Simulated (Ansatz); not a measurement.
Relaxation of GaH3O (5 atoms, charge 0, multiplicity 1), to a largest force component of 0.03 eV/Å in at most 50 steps.

These are results of RKS PBE0-D4/def2-SVP (Ansatz 0.2.0), not measurements.

```xyz
5
Properties=species:S:1:pos:R:3
Ga -0.942 -0.277 0.355
H 1.642 -0.009 1.324
O 2.022 0.019 0.417
H 2.354 -0.879 0.299
H -1.142 0.195 -1.237
```

**Question.** Where does it end, and by what steps?

**Answer.** It converged. After 9 steps the energy has fallen by 0.260 eV; H5 moved furthest, 0.79 Å.

```
step  energy less start (eV)  largest force component (eV/Å)  accepted
   0                  0.0000                           0.763       yes
   1                 -0.0238                           2.072       yes
   2                 -0.0941                           1.754       yes
   3                 -0.1663                           0.494       yes
   4                 -0.2099                           0.222       yes
   5                 -0.2355                           0.426       yes
   6                 -0.1628                           1.475        no
   7                 -0.2553                           0.271       yes
   8                 -0.2584                           0.173       yes
   9                 -0.2601                           0.011       yes
```

```xyz
5
Properties=species:S:1:pos:R:3
Ga -0.857 0.042 0.467
H 1.925 -0.278 1.400
O 1.463 -0.012 0.597
H 1.898 -0.451 -0.143
H -0.495 -0.253 -1.161
```

Whether the end is a true minimum wasn't checked by a vibrational analysis.

The run took 17 s on 1 thread of Arm Neoverse V1 (shared host), peak memory 0.11 GiB.
